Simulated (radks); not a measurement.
Valence configurations of Pb3+ (all share [Xe]). Calculated with a radial shooting solver on a logarithmic mesh with Libxc functionals: scalar-relativistic Kohn-Sham, BLYP, spin-polarised, spherical densities, point nucleus; open shells are filled with parallel spins first (spin-orbit coupling, left out, can overturn this in heavy ions). Energies are relative to 4f14 5d10 6s1; eigenvalues in eV for spin up.

| valence | E (eV) | moment (Bohr magnetons) | e(4f) | e(5d) | e(6p) | e(6s) |
|---|---|---|---|---|---|---|
| 4f14 5d10 6s1 | 0.000 | 1 | -161.46 | -49.378 | - | -37.984 |
| 4f14 5d10 6p1 | 11.444 | 1 | -163.20 | -50.880 | -27.472 | - |
| 4f14 5d9.5 6s1 6p0.5 | 11.486 | 2 | -164.72 | -51.991 | -27.705 | -39.474 |
| 4f14 5d9 6s1 6p1 | 23.511 | 3 | -167.98 | -54.582 | -28.761 | -40.913 |
| 4f14 5d8 6s1 6p2 | 49.202 | 5 | -174.53 | -59.705 | -30.750 | -43.660 |
| 4f14 5d7 6s2 6p2 | 66.343 | 5 | -179.63 | -63.341 | -31.569 | -44.997 |
| 4f13.5 5d10 6s1 6p0.5 | 69.518 | 2 | -171.76 | -52.817 | -27.818 | -39.641 |
| 4f13 5d10 6s2 | 131.93 | 1 | -180.53 | -54.580 | - | -39.593 |
| 4f13 5d10 6s1 6p1 | 143.28 | 3 | -182.23 | -56.307 | -29.005 | -41.272 |
| 4f13 5d9 6s1 6p2 | 171.12 | 5 | -188.93 | -61.577 | -31.030 | -44.075 |

NIST lists [Xe] 4f14 5d10 6s1 as the ground configuration; this level of theory agrees among the configurations tried. The energies are those of spherical high-spin densities, not of single terms.
